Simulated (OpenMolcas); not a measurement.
**K I: CASPT2 settings compared**

```json
{"Program": "OpenMolcas 26.06", "Basis": "ANO-RCC-VDZ [5s4p]", "Scalar Hamiltonian": "DKH3, point nucleus", "Active space": "1 electron in 8 orbitals (4s 4p 5s 5p)", "State averaging": "2S+1 = 2 even, 1 root; 2S+1 = 2 odd, 3 roots", "Spin-orbit coupling": "state interaction with AMFI integrals over the reference wave functions, term energies averaged over their components"}
```

Methods on the same reference wave functions:
A. CASSCF
B. SS-CASPT2, IPEA 0.75 Eh, sigma2 regulariser 0.1 Eh (closed shells correlated: 3s 3p)
C. SS-CASPT2, IPEA 0.15 Eh, no level shift (closed shells correlated: 2s 2p 3s 3p)
D. SS-CASPT2, IPEA 0.75 Eh, sigma1 regulariser 0.25 Eh (closed shells correlated: 3s 3p)

Energies in cm⁻¹ above 4s ²S_1/2, the measured ground level; measured values from NIST Handbook of Basic Atomic Spectroscopic Data.

| Level | A | B | C | D | Measured |
| --- | --- | --- | --- | --- | --- |
| 4s ²S_1/2 | 0.0 | 0.0 | 0.0 | 0.0 | 0.0 |
| 4p ²P°_1/2 | 11538 | 11702 | 11725 | 11702 | 12985 |
| 4p ²P°_3/2 | 11576 | 11741 | 11763 | 11741 | 13043 |

Deviations, from unrounded energies. A percentage is the sum of absolute deviations over the sum of measured energies, with the sign that they share, or ± where signs differ.

```csv
Against measurement,Levels,A,B,C,D
mean absolute deviation (cm-1),2,1500,1300,1300,1300
other configurations (%),2,-11.2,-9.9,-9.8,-9.9
```

B, C, D lie about equally close to measurement and A furthest from it. The largest miss of C in the table is 4p ²P°_3/2, by -1300 cm-1. The ranking rests on the paired levels alone, and a cruder setting can come out closer through cancelling errors.

Among B to D the level of the table that moves most is 4p ²P°_1/2, by 23 cm-1 (lowest in B, highest in C).

The lowest spin-free term lies below A's lowest term by 0.034 hartree in B, 0.039 hartree in C, 0.034 hartree in D.

With one active electron outside closed inactive shells, the extra shells (5p 5s) add no correlation to the reference. ANO sets are built for ground and valence states and can reach diffuse excited orbitals poorly. With one active electron the reference holds no correlation, so core polarisation is missing (holds for A). With one active electron, CASPT2 adds the correlation within the correlated inactive shells and between them and that electron, and leaves the splitting within a term as the reference gives it (holds for B; C; D). Computed and measured levels are paired by configuration, term and J; levels that our copy of the source lacks, or whose pairing is in doubt (as where it misses far off the trend of its configuration), stay unpaired and out of the deviations. Only configurations of the active space appear.

° marks odd parity.
